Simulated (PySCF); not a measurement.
# Polarisability and C₆ of Se²⁺ (selenium, charge +2)

[Ar] 3d10 4s2 4p2, high-spin 3P determinant. Computed with PySCF 2.14 in x2c-QZVPPall with one added diffuse shell each of s, p, d, f type (12s9p6d5f1g, 113 functions), with the spin-free X2C one-electron Hamiltonian (Gaussian nucleus). Coupled (time-dependent) response in atomic units; α is the mean over directions.

```json
{"method": "BLYP", "mean α (bohr³)": "9.205", "α xx, yy, zz": "9.035, 9.291, 9.291", "C₆ (like pair)": "43.13", "S(−4)": "23.11"}
```

S(−4) is the Cauchy moment in α(ω) = α(0) + S(−4) ω² + …

Spin-orbit coupling is absent.

α(iu) at BLYP:

```csv
u (hartree),α(iu) (bohr³)
0,9.205
0.0500,9.148
0.100,8.981
0.200,8.373
0.300,7.538
0.500,5.767
0.750,4.036
1.00,2.911
1.50,1.719
2.00,1.161
3.00,0.6709
5.00,0.3414
```

A single London oscillator, α(iu) = α/(1 + u²/ω²), gives C₆ = (3/4) ω α². Matching the computed C₆ needs ω = 4 × 43.13 / (3 × 9.205²) = 0.679 hartree.

For an ion, C₆ is the dispersion term alone; charge-induced terms of lower order in 1/R come first.

The components differ because the open shell of this determinant is not spherical; for a pure term their mean is the scalar polarisability.
